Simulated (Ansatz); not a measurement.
Ansatz (a quantum-chemistry and plane-wave program) input:
A basis named .json is the Basis Set Exchange file of that set.

Ansatz 0.2 input:
```yaml
crystal:
  periodic: [false, false, false]
  atoms:
    - {symbol: Si, position_ang: [-1.52844235, -0.59639633, 0.07234357]}
    - {symbol: Ge, position_ang: [0.72022193, 0.28693164, -0.03474156]}
    - {symbol: H, position_ang: [-2.25016024, -0.03933995, -1.14584848]}
    - {symbol: H, position_ang: [-2.24052846, 0.21391062, 1.14543090]}
    - {symbol: H, position_ang: [1.41590051, -0.63460543, -1.13725411]}
    - {symbol: H, position_ang: [1.42587937, -0.37222897, 1.23659161]}
basis:
  gaussian:
    orbitals: def2-TZVPPD.json
total_charge: -1
magnetization: {spin_polarized: true, initial_magnetization: 1}
correlation: {method: ccsd_t, electrons: outside_noble_gas}
```

**Question.** What final total energy does it print?

**Answer.** -2366.90727 Eh (CCSD(T)/def2-TZVPPD). The basis has 170 functions.
